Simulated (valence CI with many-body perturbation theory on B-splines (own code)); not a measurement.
Bi41+: magnetic and hyperfine properties of the levels

Computed by relativistic CI+MBPT: six valence electrons over a frozen Dirac-Fock core [Kr], a basis of 7 s, 7 p, 8 d, 6 f, 4 g, 1 h functions for each j, with the one-electron correlation potential Σ1, the two-electron term Σ2, the three-electron term Σ3, Breit, model QED; selected CI, second order for the rest, scaled by the run's own slope (own B-spline code, finite nucleus).

The last digits are not significant, and no measured levels were compared; by estimate large intervals hold to a few tenths of a per cent, small ones and those within an open d or f shell to about a per cent. Among the levels kept, up to 720 cm⁻¹ of a level comes from second order outside the variational space, and about a tenth of that is noise between levels of different J, which matters for small intervals. Only levels of the ground parity were solved; by the run's estimate the other parity begins above the list, which can be wrong where configurations are misplaced.

A/g_I is the dipole constant over the nuclear g factor μ/I (μ in nuclear magnetons, uniformly magnetised nucleus), B/Q the quadrupole constant per barn. Both hold the static response of the core; the bare values leave it out. Large factors of s and p1/2 electrons are usually good to 5 to 10 %; those of open d and f shells near neutrality can be off by tens of per cent, and small factors of p3/2, d and f electrons come from cancelling terms and can be off by a factor of two or in sign, in half-filled shells by more. B is blank for J = 1/2, where it vanishes, and for nearly pure S terms. Energies count from the lowest level. Levels with J = 0 are left out.

Levels are named by their leading jj configuration (3d3/2^4 stands for four electrons in 3d with j = 3/2), which in mixed levels can hold well under half, so a name can repeat and another be missing. Letters in brackets count levels of one name in rising energy.

```tsv
Level	E (cm⁻¹)	g	A/g_I (MHz)	A/g_I bare	B/Q (MHz/b)	B/Q bare
(4d3/2^4 4d5/2^2) J=4	0	1.243	14300	15000	27600	26600
(4d3/2^4 4d5/2^2) J=2	26347	1.262	14100	14800	-16500	-15900
(4d3/2^3 4d5/2^3) J=3 [a]	234060	1.347	8120	9160	178	99.1
(4d3/2^3 4d5/2^3) J=4 [a]	240320	1.182	15400	15800	25200	24400
(4d3/2^3 4d5/2^3) J=1 [a]	251400	1.270	14900	15700	-10100	-9690
(4d3/2^3 4d5/2^3) J=5	270780	1.130	19100	19300	14200	13800
(4d3/2^3 4d5/2^3) J=6	273390	1.104	21500	21600	-28300	-27400
(4d3/2^3 4d5/2^3) J=2 [a]	292900	0.987	26500	26100	-20300	-19500
(4d3/2^3 4d5/2^3) J=3 [b]	299000	1.062	23500	23400	5420	5090
(4d3/2^3 4d5/2^3) J=1 [b]	345140	1.224	9430	9990	20900	20200
(4d3/2^3 4d5/2^3) J=2 [b]	348780	1.123	19900	20100	37600	36300
(4d3/2^3 4d5/2^3) J=4 [b]	348810	1.051	24200	24100	-23500	-22700
(4d3/2^3 4d5/2^3) J=3 [c]	354440	1.062	23900	23800	-33100	-31900
(4d3/2^2 4d5/2^4) J=2 [a]	490970	1.438	863	2240	-7750	-7470
(4d3/2^2 4d5/2^4) J=4 [a]	515510	1.102	20300	20400	5680	5640
(4d3/2^2 4d5/2^4) J=3 [a]	524240	1.203	14100	14600	-10700	-10300
(4d3/2^2 4d5/2^4) J=5	532020	1.093	22000	22000	-20000	-19200
(4d3/2^2 4d5/2^4) J=6	546740	1.052	23900	23800	-28300	-27200
(4d3/2^2 4d5/2^4) J=3 [b]	552930	0.978	27500	27200	67.5	80.8
(4d3/2^2 4d5/2^4) J=1	558370	0.991	27400	27100	-9480	-9150
(4d3/2^2 4d5/2^4) J=4 [b]	570620	1.046	25000	24900	300	210
(4d3/2^2 4d5/2^4) J=2 [b]	572830	1.050	24300	24200	-19500	-18900
(4d3/2^2 4d5/2^4) J=2 [c]	614410	0.891	32600	31900	924	942
(4d3/2^2 4d5/2^4) J=4 [c]	630620	1.157	17300	17600	-30900	-29800
(4d3/2^2 4d5/2^4) J=2 [d]	690140	1.026	24900	24700	31000	30000
(4d3/2 4d5/2^5) J=1	773940	1.496	-4440	-2850	-5910	-5660
(4d3/2 4d5/2^5) J=4	821390	1.032	25100	24900	-8430	-7910
(4d3/2 4d5/2^5) J=2	839010	1.180	16800	17200	-34800	-33700
(4d3/2 4d5/2^5) J=3	846300	1.066	22800	22800	-30700	-29600
```

(1) Take the isotope of mass number 209, with I = 9/2, μ = 4.092 μN, leaving out the quadrupole term. What is the hyperfine structure of (4d3/2^4 4d5/2^2) J=4?

Answers

(1) From the table A = 13000 MHz. Shifts from the centre of gravity in MHz: F = 1/2: -286000, F = 3/2: -266000, F = 5/2: -234000, F = 7/2: -188000, F = 9/2: -130000, F = 11/2: -58500, F = 13/2: 26000, F = 15/2: 124000, F = 17/2: 234000.
